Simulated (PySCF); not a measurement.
Species: C₇H₁₆OSi.
SMILES with atom numbers: `[CH3:1][C:2]([CH3:3])([CH3:4])[Si@@H:5]([OH:6])[CH:7]1[CH2:8][CH2:9]1` (hydrogens: H10, H11, H12 on C1; H13, H14, H15 on C3; H16, H17, H18 on C4; H19 on Si5; H20 on O6; H21 on C7; H22, H23 on C8; H24, H25 on C9)

The calculation used PBE0-D3(BJ)/def2-SVP geometry optimisation, gas phase in PySCF 2.14.0.

(1) What internal coordinates does the optimisation give?

## Answers

(1) 
| bond | length (Å) |
| --- | --- |
| C1–C2, C2–C3, C2–C4 | 1.531 |
| C2–Si5 | 1.890 |
| Si5–O6 | 1.676 |
| Si5–C7 | 1.863 |
| C7–C8 | 1.511 |
| C8–C9 | 1.490 |
| C7–C9 | 1.513 |
| C1–H10 and 8 like bonds | 1.103 |
| Si5–H19 | 1.504 |
| O6–H20 | 0.961 |
| C7–H21 | 1.096 |
| C8–H22 | 1.095 |
| C8–H23 | 1.093 |
| C9–H24 | 1.095 |
| C9–H25 | 1.093 |

Bonds in one row agree within 0.01 Å and their mean is given. A selection of angles:
| angle | degrees |
| --- | --- |
| C2–C1–H10 | 111.4 |
| C2–C1–H11 | 110.4 |
| H10–C1–H11 | 107.9 |
| C1–C2–C3 | 109.8 |
| C1–C2–Si5 | 108.5 |
| C2–Si5–O6 | 105.2 |
| C2–Si5–C7 | 113.6 |
| C2–Si5–H19 | 110.1 |
| O6–Si5–C7 | 111.4 |
| O6–Si5–H19 | 110.7 |
| C7–Si5–H19 | 106.0 |
| Si5–O6–H20 | 116.1 |
| Si5–C7–C8 | 119.5 |
| Si5–C7–C9 | 120.1 |
| Si5–C7–H21 | 115.9 |
| C8–C7–C9 | 59.1 |
| C8–C7–H21 | 115.2 |
| C9–C7–H21 | 115.0 |
| C7–C8–C9 | 60.5 |
| C7–C8–H22 | 118.3 |
| C7–C8–H23 | 117.8 |
| C9–C8–H22 | 118.0 |
| C9–C8–H23 | 118.5 |
| H22–C8–H23 | 113.8 |
| C8–C9–H24 | 117.9 |
| C8–C9–H25 | 118.3 |
| C7–C9–C8 | 60.4 |
| C7–C9–H24 | 118.5 |
| C7–C9–H25 | 117.8 |
| H24–C9–H25 | 113.9 |

Dihedral angles: C1–C2–Si5–O6 59° (synclinal); C2–Si5–C7–C8 86° (synclinal); Si5–C7–C8–C9 109° (anticlinal); Si5–C7–C9–C8 -108° (anticlinal); H20–O6–Si5–C2 173° (antiperiplanar).

Si5 (oxygen-bound silicon) is distorted tetrahedral (angles from 105.2° to 113.6°). The 3-membered ring C7–C8–C9 has internal angles of 59.1° to 60.5°. Of the pairs four or more bonds apart, O6···H10 is among the closest relative to their van der Waals radii: 2.75 Å, 101 % of the sum of Bondi's values. The 2 C–Si bonds span 1.863 Å (Si5–C7, drawn single) to 1.890 Å (C2–Si5, drawn single), a spread of 0.027 Å. The C–C distances run from 1.490 Å (C8–C9, drawn single) to 1.532 Å (C2–C3, drawn single), a spread of 0.042 Å.

Point group: C1 (no symmetry element, even within 0.4 Å). Stationary, but not proved a minimum. One conformer, not necessarily the lowest (C2–Si5–O6–H 173°, C2–Si5–C7–C8 86°).

The run took 63 s of wall time on x86-64 server, one thread, no GPU (shared host). These figures are those of the optimisation.
